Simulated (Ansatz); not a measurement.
Ansatz (an electronic-structure program) input (HF/aug-cc-pVQZ):

Ansatz 0.2 input:
```yaml
crystal:
  periodic: [false, false, false]
  atoms:
    - {symbol: C, position_ang: [1.78439175, -0.45800610, -1.54139408]}
    - {symbol: Ga, position_ang: [0.00377638, -0.07365425, -0.79401887]}
    - {symbol: C, position_ang: [-1.76937462, 0.16511298, -1.61609727]}
    - {symbol: Br, position_ang: [-0.00731434, 0.14265848, 1.53790882]}
    - {symbol: H, position_ang: [1.75905821, -0.55325490, -2.62648625]}
    - {symbol: H, position_ang: [2.47157281, 0.34328056, -1.26596535]}
    - {symbol: H, position_ang: [2.16547183, -1.38344342, -1.10724795]}
    - {symbol: H, position_ang: [-1.73372571, 0.05917149, -2.69990753]}
    - {symbol: H, position_ang: [-2.45982331, -0.57244197, -1.20447558]}
    - {symbol: H, position_ang: [-2.15372233, 1.15428201, -1.36319298]}
basis:
  gaussian:
    orbitals: aug-cc-pVQZ
hamiltonian:
  xc: hf
total_charge: 1
magnetization: {spin_polarized: true, initial_magnetization: 1}
```

End of the output:

```
2192 factors; their error is unknown
7.84 GiB of device memory are held for the factors and their scratch space
mean field: 8.35 GiB planned
mean field evaluation 1: about -124477.2165 eV, gradient 3.5e1 eV
mean field evaluation 2: about -124481.3999 eV, gradient 1.8e1 eV
mean field evaluation 4: about -124483.1975 eV, gradient 1.5e0 eV
mean field evaluation 8: about -124483.2858 eV, gradient 2.3e-1 eV
mean field evaluation 16: about -124485.5274 eV, gradient 5.9e-2 eV
mean field evaluation 32: about -124485.4078 eV, gradient 3.3e-1 eV
mean field evaluation 64: about -124484.1214 eV, gradient 9.8e0 eV
mean field evaluation 96: about -124483.7533 eV, gradient 1.8e1 eV
mean field evaluation 128: about -124483.2782 eV, gradient 3.6e-1 eV
mean field -124485.52748651 eV, -4574.7587558080 hartree, gradient 5.3e-6 eV, S^2 0.761815; 4 other end points of the search recorded, 0 dependent functions left out
reference -124485.52748651 eV, -4574.7587558080 hartree; 42, 41 occupied and 580, 581 virtual orbitals, 2192 factors
Total energy: -124485.52748651 eV, -4574.7587558080 hartree
```

This state (charge 1, doublet) is run at the relaxed geometry of the species with charge 0 and multiplicity 1.
